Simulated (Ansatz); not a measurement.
This geometry of C₂H₆AlNSe (11 atoms, charge 0, multiplicity 1) is a first-order saddle point.

These are results of RKS PBE0/def2-SVP in Ansatz, not measurements.

```xyz
11
Properties=species:S:1:pos:R:3
N -1.346 0.950 -0.153
C 0.024 0.718 -0.270
C 0.347 -0.754 -0.558
Al 0.988 -1.128 1.262
Se 1.047 1.123 1.579
H -1.690 1.891 -0.273
H -1.973 0.215 -0.444
H 0.544 1.435 -0.924
H 1.212 -0.820 -1.240
H -0.489 -1.273 -1.054
H 1.403 -2.414 2.095
```

Question: Which two structures does it join? (They come from a converged band through this point; their orientation in space is the band's.)

Answer: Bonds broken: N1–Al4.

Initial state:

```xyz
11
Properties=species:S:1:pos:R:3
N -1.056 0.437 0.350
C 0.168 0.705 -0.465
C 0.602 -0.713 -0.847
Al 0.418 -0.836 1.131
Se 1.451 1.321 0.943
H -1.363 1.262 0.869
H -1.829 0.079 -0.220
H 0.023 1.465 -1.251
H 1.612 -0.741 -1.277
H -0.112 -1.194 -1.541
H 0.152 -1.842 2.328
```

Final state:

```xyz
11
Properties=species:S:1:pos:R:3
N -1.264 1.058 -0.707
C -0.003 0.669 -0.239
C 0.372 -0.788 -0.529
Al 1.109 -1.151 1.254
Se 0.273 0.871 1.885
H -1.493 2.028 -0.509
H -2.015 0.461 -0.369
H 0.764 1.368 -0.596
H 0.958 -0.885 -1.457
H -0.551 -1.377 -0.682
H 1.916 -2.312 1.969
```

Question: How far does it lie above each of them?

Answer: 11.5 kcal/mol above the first and 5.5 kcal/mol above the second. This is the barrier of this one path; another mechanism may lie lower. The orbitals stay closed-shell, which can raise the energy where a bond breaks towards radicals; this wasn't checked here.

Time of the run: 3.6 min on 2 threads of Arm Neoverse V2 (shared host), peak memory 0.32 GiB.
